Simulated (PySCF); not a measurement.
C3H8SeSi.
Numbering: `[CH2:1]=[CH:2][CH2:3][Se:4][SiH3:5]` (hydrogens: H6, H7 on C1; H8 on C2; H9, H10 on C3; H11, H12, H13 on Si5)

Cartesian coordinates in Å at the PBE0-D3(BJ)/def2-SVP level; atoms count from 1:
```
atom  x, y, z in Å
C1     2.4622    0.2657    0.6079
C2     1.1581    0.4045    0.3614
C3     0.5052    0.0677   -0.9310
Se4   -0.6968   -1.5070   -0.8005
Si5   -2.4710   -0.4483    0.1465
H6     3.1493   -0.1182   -0.1530
H7     2.8892    0.5287    1.5788
H8     0.5014    0.7861    1.1525
H9    -0.0982    0.9004   -1.3230
H10    1.2410   -0.2106   -1.6987
H11   -2.1670    0.0706    1.5157
H12   -2.9085    0.7067   -0.6971
H13   -3.5572   -1.4666    0.2314
```

Level of theory: PySCF, TDDFT CAM-B3LYP/def2-SVPD, vertical, gas phase, core orbitals frozen in the response. The CAM-B3LYP/def2-SVPD calculation is non-relativistic and has no spin–orbit coupling, an omission that weighs most on selenium.

Transition dipole moments from the ground state, in atomic units and in the frame of the coordinates above (overall signs are arbitrary), for the states with f of 0.002 or more among the lowest 7:

| state | E (eV) | μx | μy | μz |
| --- | --- | --- | --- | --- |
| S1 | 4.759 | 0.135 | 0.043 | 0.008 |
| S2 | 5.420 | -0.279 | -0.017 | -0.422 |
| S3 | 6.342 | 0.116 | 0.134 | 0.154 |
| S4 | 6.514 | -1.274 | -0.309 | -0.317 |
| S5 | 6.598 | 0.335 | 0.180 | 0.031 |
| S6 | 6.677 | 0.165 | 0.107 | -0.025 |
| S7 | 6.830 | -0.575 | -0.066 | 0.090 |

(1) What oscillator strength does each state have?

(2) Which bond between heavy atoms lies closest to the direction of the S4 transition dipole?

(3) What angle do the transition dipoles of S2 and S5 make?

(4) How is the summed strength of these states shared among x, y and z?

(5) What peak molar absorption coefficient would the strongest computed level give as a lone Gaussian band 0.4 eV wide at half height?

Results:

(1) f = (2/3) ΔE |μ|² with ΔE in hartree (27.2114 eV).

| state | \|μ\|² (au) | \|μ\| (D) | f |
| --- | --- | --- | --- |
| S1 | 0.020 | 0.36 | 0.002 |
| S2 | 0.256 | 1.29 | 0.034 |
| S3 | 0.055 | 0.60 | 0.009 |
| S4 | 1.820 | 3.43 | 0.290 |
| S5 | 0.145 | 0.97 | 0.023 |
| S6 | 0.039 | 0.50 | 0.006 |
| S7 | 0.344 | 1.49 | 0.058 |

(2) C1–C2, at 19° from it; next C3–Se4 at 42°.

(3) |cos θ| = |μa·μb| / (|μa| |μb|) = 0.57, so θ ≈ 55° (taken between 0 and 90°, since the signs are arbitrary).

(4) (2/3) Σ ΔE μα² gives 0.352 for x, 0.026 for y and 0.045 for z, 0.423 in all.

(5) ε(max) = 2.175×10⁸ f / FWHM, with the width in cm⁻¹. S4: 2.175×10⁸ × 0.2904 / 3226 ≈ 20000 L mol⁻¹ cm⁻¹.

All these states lie below the vertical ionisation energy of 8.63 eV (ΔSCF).

One conformer stands for the species.
